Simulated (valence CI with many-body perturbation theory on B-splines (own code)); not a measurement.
Ag³⁴⁺: electric-dipole lines

Calculated by valence CI with perturbative core correlation (CI+MBPT): three valence electrons over a frozen Dirac-Fock core [Ne], radial functions for each j: 11 s, 11 p, 9 d, 7 f, 5 g, 2 h, 1 i, with the one-electron correlation potential Σ1 (screened to all orders), the two-electron term Σ2, the three-electron term Σ3, Breit, model QED; selected single and double excitations, second order for the rest (own B-spline code, finite nucleus).

No measured spectrum was set against this ion. As an estimate, large intervals hold to a few tenths of a per cent, small ones and those within an open d or f shell to about a per cent.

Lines 201 to 250 of 281 in falling wavelength, among levels below 3488.1 × 10³ cm⁻¹, chosen from the strongest by gf and those to the six lowest levels. Wavelengths and rates use the calculated energies. Electric multipoles are in the length gauge, E1 and E2 with the static RPA response of the core. Weak lines are less certain than strong ones. Lines between different terms over intervals too small for the method are left out, as are lines whose strength nearly cancels. Where a level lies close to another of its J and parity, the split of strength between their lines is uncertain. The highest levels of a list are the least certain.

Levels are named by their leading jj configuration (3d3/2^4 stands for four electrons in 3d with j = 3/2), which in mixed levels can hold well under half, so a name can repeat and another be missing. Letters in brackets count levels of one name in rising energy.

```csv
λ vac (Å),Upper,Lower,A (s⁻¹),S (a.u.)
72.55,(3s 3d3/2^2) J=1/2,(3s 3p1/2 3d3/2) J=3/2 [b],1.74e+11,6.56e-02
72.54,(3s 3d3/2^2) J=1/2,(3s 3p1/2 3d3/2) J=1/2,6.99e+10,2.63e-02
72.53,(3p1/2 3p3/2 3d3/2) J=1/2 [b],(3p1/2^2 3p3/2) J=3/2,1.36e+11,5.10e-02
72.39,(3s 3d3/2 3d5/2) J=7/2 [a],(3s 3p1/2 3d5/2) J=5/2 [a],1.83e+10,2.74e-02
72.37,(3s 3d3/2 3d5/2) J=5/2 [a],(3s 3p1/2 3d5/2) J=5/2 [a],7.76e+10,8.71e-02
72.18,(3s^2 3d3/2) J=3/2,(3s^2 3p1/2) J=1/2,2.23e+11,1.66e-01
72.18,(3p3/2^2 3d3/2) J=3/2,(3s 3p1/2 3d5/2) J=5/2 [a],2.32e+10,1.72e-02
72.04,(3s 3d3/2 3d5/2) J=5/2 [b],(3s 3p1/2 3d5/2) J=5/2 [b],7.63e+10,8.45e-02
72.03,(3s 3p3/2 3d5/2) J=3/2 [a],(3s 3p1/2 3p3/2) J=5/2,1.89e+09,1.39e-03
71.90,(3s 3p3/2 3d3/2) J=1/2 [b],(3s 3p1/2 3p3/2) J=1/2,9.01e+10,3.31e-02
71.88,(3s 3p3/2 3d3/2) J=5/2 [a],(3s 3p1/2 3p3/2) J=3/2 [a],5.54e+10,6.10e-02
71.81,(3s 3p3/2 3d3/2) J=3/2 [a],(3s 3p1/2 3p3/2) J=3/2 [a],9.95e+10,7.28e-02
71.64,(3s 3p3/2 3d3/2) J=1/2 [a],(3s 3p1/2 3p3/2) J=3/2 [a],1.26e+11,4.56e-02
71.60,(3s 3d3/2 3d5/2) J=7/2 [b],(3s 3p1/2 3d5/2) J=5/2 [b],2.57e+10,3.73e-02
70.83,(3s 3d3/2^2) J=5/2,(3s 3p1/2 3d3/2) J=5/2,1.11e+11,1.16e-01
70.65,(3s 3d3/2 3d5/2) J=5/2 [b],(3s 3p1/2 3d5/2) J=7/2,1.87e+10,1.96e-02
70.64,(3s 3p3/2 3d5/2) J=5/2 [a],(3s 3p1/2 3p3/2) J=5/2,6.41e+09,6.69e-03
69.90,(3s 3d3/2^2) J=3/2,(3s 3p1/2 3d3/2) J=3/2 [a],1.19e+11,8.01e-02
69.25,(3s 3d3/2 3d5/2) J=3/2,(3s 3p1/2 3d5/2) J=5/2 [a],4.68e+10,3.07e-02
69.24,(3s 3p3/2 3d5/2) J=1/2,(3s 3p1/2 3p3/2) J=1/2,5.04e+10,1.65e-02
68.86,(3s 3p3/2 3d3/2) J=5/2 [b],(3s 3p1/2 3p3/2) J=3/2 [b],8.89e+10,8.60e-02
68.56,(3s 3p3/2 3d5/2) J=3/2 [a],(3s 3p1/2 3p3/2) J=3/2 [a],1.69e+08,1.07e-04
68.45,(3s 3p3/2 3d3/2) J=1/2 [b],(3s 3p1/2 3p3/2) J=3/2 [b],6.08e+08,1.92e-04
68.23,(3s 3d3/2 3d5/2) J=7/2 [b],(3s 3p1/2 3d5/2) J=5/2 [a],2.88e+10,3.62e-02
68.23,(3s 3p3/2 3d3/2) J=3/2 [b],(3s 3p1/2 3p3/2) J=5/2,5.36e+08,3.36e-04
67.46,(3p1/2 3p3/2 3d5/2) J=5/2 [c],(3p1/2^2 3p3/2) J=3/2,4.40e+10,4.00e-02
67.29,(3s 3p3/2 3d5/2) J=5/2 [a],(3s 3p1/2 3p3/2) J=3/2 [a],1.28e+09,1.15e-03
67.07,(3s 3p3/2 3d5/2) J=7/2 [a],(3s 3p1/2 3p3/2) J=5/2,3.62e+10,4.32e-02
66.96,(3s 3p3/2^2) J=1/2,(3s^2 3p1/2) J=1/2,4.37e+09,1.29e-03
66.04,(3s 3p3/2 3d5/2) J=1/2,(3s 3p1/2 3p3/2) J=3/2 [b],8.84e+09,2.51e-03
65.72,(3p1/2 3p3/2^2) J=1/2,(3s 3p1/2^2) J=1/2,2.39e+09,6.69e-04
65.18,(3s 3p3/2^2) J=3/2,(3s^2 3p1/2) J=1/2,5.21e+09,2.85e-03
65.10,(3s 3p3/2 3d3/2) J=3/2 [b],(3s 3p1/2 3p3/2) J=3/2 [a],4.90e+08,2.67e-04
64.57,(3s 3p3/2 3d5/2) J=3/2 [b],(3s 3p1/2 3p3/2) J=3/2 [b],1.73e+07,9.20e-06
64.20,(3s 3p3/2 3d3/2) J=5/2 [b],(3s 3p1/2 3p3/2) J=5/2,1.29e+09,1.01e-03
64.12,(3s 3p3/2 3d5/2) J=5/2 [b],(3s 3p1/2 3p3/2) J=3/2 [b],1.35e+09,1.06e-03
63.69,(3s 3p3/2 3d5/2) J=7/2 [b],(3s 3p1/2 3p3/2) J=5/2,5.11e+09,5.21e-03
63.28,(3s 3p1/2 3d5/2) J=3/2,(3s 3p1/2^2) J=1/2,2.12e+10,1.06e-02
62.15,(3p3/2^3) J=3/2,(3s 3p1/2 3p3/2) J=3/2 [b],4.26e+09,2.02e-03
61.42,(3s 3p3/2 3d3/2) J=5/2 [b],(3s 3p1/2 3p3/2) J=3/2 [a],8.99e+07,6.17e-05
61.09,(3s 3p3/2 3d3/2) J=1/2 [b],(3s 3p1/2 3p3/2) J=3/2 [a],5.21e+07,1.17e-05
61.08,(3s 3p3/2 3d3/2) J=3/2 [a],(3s 3p1/2^2) J=1/2,2.78e+09,1.25e-03
60.95,(3s 3p3/2 3d3/2) J=1/2 [a],(3s 3p1/2^2) J=1/2,1.95e+08,4.35e-05
60.45,(3s 3p3/2 3d5/2) J=3/2 [b],(3s 3p1/2 3p3/2) J=5/2,1.92e+09,8.37e-04
60.06,(3s 3p3/2 3d5/2) J=5/2 [b],(3s 3p1/2 3p3/2) J=5/2,3.72e+09,2.38e-03
59.17,(3s 3p3/2 3d5/2) J=1/2,(3s 3p1/2 3p3/2) J=3/2 [a],3.99e+08,8.16e-05
58.71,(3s 3p3/2 3d5/2) J=3/2 [a],(3s 3p1/2^2) J=1/2,1.66e+09,6.63e-04
58.32,(3p3/2^3) J=3/2,(3s 3p1/2 3p3/2) J=5/2,1.25e+09,4.88e-04
57.98,(3s 3p3/2 3d5/2) J=3/2 [b],(3s 3p1/2 3p3/2) J=3/2 [a],6.81e+08,2.62e-04
57.62,(3s 3p3/2 3d5/2) J=5/2 [b],(3s 3p1/2 3p3/2) J=3/2 [a],2.09e+09,1.18e-03
```
